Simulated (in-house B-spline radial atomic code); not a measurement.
**Ionising Pd+ with different functionals**

Computed with a radial B-spline atomic code at the basis-set limit: scalar-relativistic (spin-free X2C) Hamiltonian, Fermi nucleus of rms radius 4.5318 fm, spin-polarised at highest spin, spherical fractional occupations for the functionals, the average over the highest-spin determinants for Hartree-Fock. The ionisation energy is the difference of two self-consistent energies, [Kr] 4d9 → [Kr] 4d8, without Breit or QED terms; ε is the level of the shell that loses the electron (its least bound occupied spin orbital). There is no spin-orbit coupling in this Hamiltonian.

Hybrids are left out here: with spherical fractional occupations of an open shell their exact exchange keeps a self-interaction that integer-occupation calculations don't have.

| method | rung | ΔSCF (eV) | -ε(4d) (eV) |
| --- | --- | --- | --- |
| Hartree-Fock | Hartree-Fock | 18.02 | 20.00 |
| LDA VWN5 | LDA | 20.57 | 14.57 |
| LDA PW92 | LDA | 20.57 | 14.57 |
| LDA exchange-only | LDA | 19.00 | 13.12 |
| PBE | GGA | 20.25 | 14.26 |
| PBEsol | GGA | 20.26 | 14.27 |
| BLYP | GGA | 20.20 | 14.22 |
| RPBE | GGA | 20.16 | 14.17 |
| PW91 | GGA | 20.33 | 14.34 |
| BP86 | GGA | 20.38 | 14.39 |
| AM05 | GGA | 20.26 | 14.26 |
| OLYP | GGA | 20.19 | 14.16 |
| TPSS | meta-GGA | 20.10 | 14.11 |
| SCAN | meta-GGA | 20.20 | 14.26 |
| r2SCAN | meta-GGA | 20.18 | 14.23 |
| revTPSS | meta-GGA | 20.04 | 14.07 |

**Question.** How do they compare with the NIST value?

**Answer.** NIST lists 19.4 eV ± 0.12 (semi-empirical, ground level to ground level). Errors run from -1.41 to +1.14 eV. The correlated functionals all miss on the same side by more than they spread, so the cause is common to them (spin-orbit coupling, Breit-QED terms, multiplet and fine-structure energies, or a listed next ion that isn't the cheapest removal here) and closeness doesn't rank the functionals. Hartree-Fock also lacks correlation.
